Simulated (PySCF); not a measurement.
[Zn(OH)2], neutral singlet in the gas phase. 

Cartesian coordinates (Å):
```xyz
5

Zn     0.0660    -0.1325     0.0481
O     -1.1442     0.0812     1.3365
H     -1.1348    -0.6746     1.9533
O      1.3313    -0.1574    -1.2043
H      0.9909    -0.5347    -2.0371
```
Charge 0, multiplicity 1.

All levels are single points at this geometry (PBE-D3(BJ)/def2-SVP); Pople sets use spherical d functions. Orbital energies aren't observables, and empty levels follow the basis.

```csv
level,HOMO (eV),LUMO (eV),gap (eV),dipole (D),"vertical IE, Delta-SCF (eV)"
TPSSh-D3(BJ)/def2-TZVP in PySCF,-7.47,-1.51,5.96,1.94,–
B3LYP/6-311+G** (LANL2DZ on Zn) in PySCF,-8.15,-1.81,6.34,2.25,–
M06-2X/6-31G* (LANL2DZ on Zn) in PySCF,-9.52,-0.14,9.38,2.23,–
SVWN5/6-31G* (LANL2DZ on Zn) in PySCF,-6.33,-2.06,4.27,2.05,–
HF/6-31G* (LANL2DZ on Zn) in PySCF,-12.26,1.84,14.10,2.45,–
HF/STO-3G in PySCF,-4.70,6.63,11.34,1.10,–
```
